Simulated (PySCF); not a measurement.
Relaxation of singlet B(OH)₃

Computed with PBE/[B def2-TZVP, O def2-TZVP, H def2-TZVP], no relativity, density fitting, PySCF. A (50,194) grid was used.

A hand-made trigonal planar (heavy-atom frame) start, of C3h symmetry, held to at least that symmetry:

```xyz
7
charge 0 multiplicity 1, angstrom
B     0.0000    0.0000    0.0000
O     1.4800    0.0000    0.0000
O    -0.7400    1.2817    0.0000
O    -0.7400   -1.2817    0.0000
H     2.0971   -0.7354    0.0000
H    -0.4117    2.1838    0.0000
H    -1.6854   -1.4484    0.0000
```

(1) What forces act on the atoms at the start (eV/Å)?

(2) What does it relax to?

(3) How much energy is released, and in how many steps?

## Answers

(1) 
```
atom     Fx     Fy    Fz
  B1   0.00   0.00  0.00
  O2  -3.41   1.39  0.00
  O3   0.50  -3.65  0.00
  O4   2.91   2.26  0.00
  H5  -0.56  -0.79  0.00
  H6   0.96  -0.09  0.00
  H7  -0.40   0.87  0.00
```

(2) It ends at C3h with B–O 1.379 Å (×3), O–H 0.971 Å (×3); B–O–H 111.6° (×3), O–B–O 120.0° (×3). A frequency run shows a minimum. Other isomers or separated fragments may lie lower.

(3) 110.2 kJ/mol in 5 steps.

The relaxation took 7.5 s on 4 threads of a shared Arm Neoverse V2 host, with 142 basis functions and 6 gradients; the process peaked at 1.1 GiB.
